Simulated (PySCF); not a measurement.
# Structure from 2D NMR

Compound of formula C₇H₁₂O. Correlations simulated from computed shifts and the bond graph:

HSQC (one-bond C–H):
```tsv
δH	δC
4.51	96.7
3.64	55.0
2.24	28.1
2.16	32.3
1.63	26.8
1.51	26.7
```

COSY cross peaks (H two or three bonds apart, from the bond graph; peaks can be absent where the dihedral angle is near 90°):
```tsv
δH	δH
4.51	2.24
2.24	1.51
2.16	1.63
1.63	1.51
```

HMBC (two and three bonds, from the bond graph):
```tsv
δH	δC
4.51	164.6, 32.3, 28.1, 26.7
3.64	164.6
2.24	164.6, 96.7, 26.8, 26.7
2.16	164.6, 96.7, 26.8, 26.7
1.63	164.6, 32.3, 28.1, 26.7
1.51	96.7, 32.3, 28.1, 26.8
```

Carbons without hydrogens: δ 164.6.

No solvent, non-relativistic, one averaged value for each set of equivalent atoms, a single conformation. PBE0/pcSseg-1 with gauge-including orbitals; GFN2-xTB geometry; PySCF 2.14.0 with density-fitted response routines.

References, each an isolated molecule treated in the same way: 1H (σref 31.72), 13C (σref 186.93) against TMS.

Exchangeable hydrogens are left out of these lists.

Task: Which molecule is this?

Result: 1-methoxycyclohexene (COC1=CCCCC1).

Atom-mapped SMILES (the numbers label the heavy atoms): `[CH3:1][O:2][C:3]1=[CH:4][CH2:5][CH2:6][CH2:7][CH2:8]1` (H(Xn): hydrogen on atom n).

δC 164.6 is C3, an alkene carbon bearing oxygen. δC 96.7 is C4, a β carbon of an enol-ether or enamine type C=C (δH 4.51). δC 55.0 is C1, a methyl carbon bonded to O (δH 3.64). δC 32.3 is C8, an allylic sp3 CH2 (δH 2.16). δC 28.1 is C5, an allylic sp3 CH2 (δH 2.24). δC 26.8 is C7, an sp3 CH2 in a ring (δH 1.63). δC 26.7 is C6, an sp3 CH2 in a ring (δH 1.51). HMBC from δH 4.51 reaches the proton-free carbon C3. HMBC from δH 3.64 reaches the proton-free carbon C3. HMBC from δH 2.24 reaches the proton-free carbon C3. HMBC from δH 2.16 reaches the proton-free carbon C3. COSY links 4.51–2.24, 2.24–1.51, 2.16–1.63, 1.63–1.51.

This is the structure that produced the data.

Shifts are as computed. Against solution values, carbons near 30 ppm lie about +3 ppm off and those near 130 ppm about +5 ppm. Of 1211 compounds with measured shifts, 218 miss one by over three times the rms of a fit or turn the order of signals round; such compounds aren't used in these exercises.
